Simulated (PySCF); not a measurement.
## C₆ coefficients of unlike pairs at HSE06

Calculated with PySCF 2.14 from the dipole response of each species, C₆(A,B) = (3/π) ∫ α_A(iu) α_B(iu) du, in atomic units, from isotropic polarisabilities. For ions this is the dispersion term alone; charge-induced terms of lower order in 1/R come first.

```csv
species,configuration,basis,relativity,α (bohr³),C₆ (like pair)
As,[Ar] 3d10 4s2 4p3 (4S),dyall-av2z (16s12p8d),none,31.27,269.7
F²⁺,[He] 2s2 2p3 (4S),aug-cc-pCVQZ-DK (9s8p6d4f2g),spin-free X2C,1.246,1.573
Hg,[Xe] 4f14 5d10 6s2 (1S),aug-cc-pwCVTZ-PP with ECP60MDF (8s8p7d4f3g),core potential,36.43,353.6
```

**Question.** Estimate C₆ for F²⁺ with As.

**Answer.** The integral gives 16.87. The combination rule 2 C_A C_B / (C_A α_B/α_A + C_B α_A/α_B) gives 16.89 and the geometric mean 20.59.

No spin-orbit coupling is included.

The other pairs:

```
   pair     C₆
 Hg, As  306.4
Hg, F²⁺  20.59
```
